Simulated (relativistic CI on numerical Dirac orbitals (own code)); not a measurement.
# V4+ in a cubic cluster: 3s photoemission with charge transfer

Computed with a charge-transfer multiplet model of a cubic metal-ligand cluster with up to 2 ligand holes, Slater and spin-orbit integrals from Dirac-Coulomb-Breit ions, Slater integrals scaled by 0.8. The ground state mixes d1 with configurations of k ligand holes L, whose averages lie at kΔ + k(k − 1)U_dd/2; a core hole lowers each added d electron by U_cd. 300 K, Lorentzian 1.4 eV and Gaussian 0.8 eV FWHM.

Atomic integrals in eV (Slater integrals scaled, ζ unscaled), ground: F2dd 8.057, F4dd 5.049, zeta_d 0.029; with the core hole: F2dd 8.057, F4dd 5.049, zeta_d 0.035, G2cd 9.386. Where a configuration has fewer than two d electrons, the dd integrals are those of d2.

Cluster parameters (eV): Δ = 0.6, U_dd = 5, U_cd = 6, 10Dq(ligand) = 0.9, V(eg) = 2.2, V(t2g) = -1.03, final-state hopping factor = 0.8.

```
         Case   n_d    d1   d2L  d3L2     S
  10Dq = 0 eV  1.88  0.28  0.56  0.16  0.50
10Dq = 0.6 eV  1.86  0.29  0.56  0.15  0.50
10Dq = 0.9 eV  1.85  0.30  0.55  0.15  0.50
10Dq = 1.2 eV  1.85  0.30  0.55  0.15  0.50
10Dq = 1.5 eV  1.84  0.31  0.55  0.14  0.50
```

Weights, n_d and S are thermal averages at 300 K. Binding energies count from the first peak over 30 % of the highest in each spectrum, which can be another peak from case to case. The parameters are a model scan and need not match a compound or its usual spin state. Peaks in eV (height, largest 100):
- 10Dq = 0 eV: 0.0 (100), 3.9 (52), 6.4 (32), 13.7 (9)
- 10Dq = 0.6 eV: 0.0 (100), 3.9 (51), 6.4 (32), 13.6 (9)
- 10Dq = 0.9 eV: 0.0 (100), 3.9 (50), 6.4 (32), 13.6 (9)
- 10Dq = 1.2 eV: 0.0 (100), 3.9 (48), 6.4 (32), 13.8 (9)
- 10Dq = 1.5 eV: 0.0 (100), 3.8 (47), 6.4 (32), 13.9 (9)

For the case 10Dq = 0.6 eV, Δ = 0.6 eV is smaller than U_dd = 5 eV, the charge-transfer side of the Zaanen-Sawatzky-Allen scheme. With the core hole the average of the configuration with one ligand hole lies at Δ − U_cd = -5.4 eV before mixing: it lies below the unscreened one, so the lowest final states are mostly screened and the unscreened weight appears at higher binding energy as a satellite.

With at most 2 ligand holes the space is cut while the next configuration still counts, so covalency is underestimated, and a final configuration with one more ligand hole, which can lie low, is missing from the spectra.

Without intra-shell correlation the exchange splitting of the 3s hole comes out too large.
